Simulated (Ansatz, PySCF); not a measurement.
C₅H₇FO, SMILES C1C[C@@](C=C)(O1)F. Atoms are numbered in the order given.

```xyz
14

C      2.4797    -0.3076     0.1499
C      1.2713    -0.6473    -0.2918
C      0.0123     0.0695     0.0732
F      0.3129     1.1843     0.8102
C     -1.1540    -0.7109     0.6994
C     -1.9455    -0.1714    -0.4928
O     -0.7628     0.4185    -1.0439
H      2.6095     0.5478     0.8173
H      3.3703    -0.8673    -0.1458
H      1.1274    -1.4977    -0.9661
H     -1.4333    -0.3438     1.6948
H     -1.0173    -1.7997     0.7205
H     -2.7147     0.5832    -0.2579
H     -2.3768    -0.9257    -1.1702
```

Geometry optimised at PBE0-D3(BJ)/def2-SVP. The structure was generated by enumeration; whether it is a known compound was not checked. The values are those of a single conformer.

Two levels are set side by side: PBE-D3(BJ)/def2-SVP (Ansatz, a quantum-chemistry and plane-wave program) and PBE0-D3(BJ)/def2-SVP (Ansatz). Each level has its own optimised geometry; the coordinates shown are those of the second. Frequencies come from the Hessian of PySCF at each geometry. Differences are taken from unrounded values.

```tsv
quantity	PBE0-D3(BJ)	PBE-D3(BJ)	PBE-D3(BJ) minus PBE0-D3(BJ)
mean bond length (Å)	1.270	1.281	0.011
bond C1–C2 (Å)	1.331	1.342	0.011
bond C2–C3 (Å)	1.494	1.501	0.007
bond C3–F4 (Å)	1.370	1.390	0.020
bond C3–C5 (Å)	1.537	1.547	0.011
bond C3–O7 (Å)	1.404	1.424	0.020
bond C5–C6 (Å)	1.529	1.537	0.008
bond C6–O7 (Å)	1.432	1.451	0.019
bond C1–H8 (Å)	1.093	1.101	0.008
bond C1–H9 (Å)	1.093	1.101	0.008
bond C2–H10 (Å)	1.095	1.103	0.008
bond C5–H11 (Å)	1.097	1.105	0.008
bond C5–H12 (Å)	1.097	1.106	0.008
bond C6–H13 (Å)	1.103	1.112	0.009
bond C6–H14 (Å)	1.102	1.111	0.009
highest harmonic wavenumber (cm⁻¹)	3283	3189	-93
mean harmonic wavenumber (cm⁻¹)	1375	1323	-52
zero-point energy (kcal/mol)	70.77	68.11	-2.66
```

GGA bonds tend to be longer and softer than those of functionals with exact exchange. Differences between two approximate levels are no errors against the true value.
